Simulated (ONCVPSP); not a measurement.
**Pseudopotential generation for Al (Z = 13): ONCV, PBEsol, scalar-relativistic.**

| Item | Value |
| --- | --- |
| Element | Al (Z = 13) |
| Generator | ONCVPSP 4.0.1 |
| Type | optimised norm-conserving Vanderbilt (ONCV) |
| Functional | PBEsol |
| Relativity | scalar-relativistic |
| Frozen core | [Ne] |
| Valence charge | 3 |
| Reference configuration | 3s2 3p1 |
| Partial waves | 3s: rc 1.65 bohr, ncon 5, nbas 10, qcut 3.9 1/bohr, 2 projectors, debl 0.6 Ha; 3p: rc 1.38 bohr, ncon 4, nbas 7, qcut 5.3 1/bohr, local |
| Local potential | the p channel |
| Core correction | Teter function, fcfact 2, rcfact 1.4 |

Results:

```
Cutoffs needed             : 65 Ha and 85 Ha (the cutoffs (Ha) at which the residual kinetic energy of the hardest occupied pseudo-wave falls to 1 and 0.1 mHa per electron)
Ghost test                 : ghosts flagged at negative energy: s at -92.3 eV; no localised positive-energy state flagged; a true bound ghost makes a file unfit for plane-wave use
Largest excitation error   : -29 meV (all-electron minus pseudo) for 3s1 3p0, out of 4 test configurations
rms error of d²Exc/dni dnj : 1.59 mHa without and 0.36 mHa with the model core
```

Generation and tests took about 2.4 s on one core of a shared server CPU.
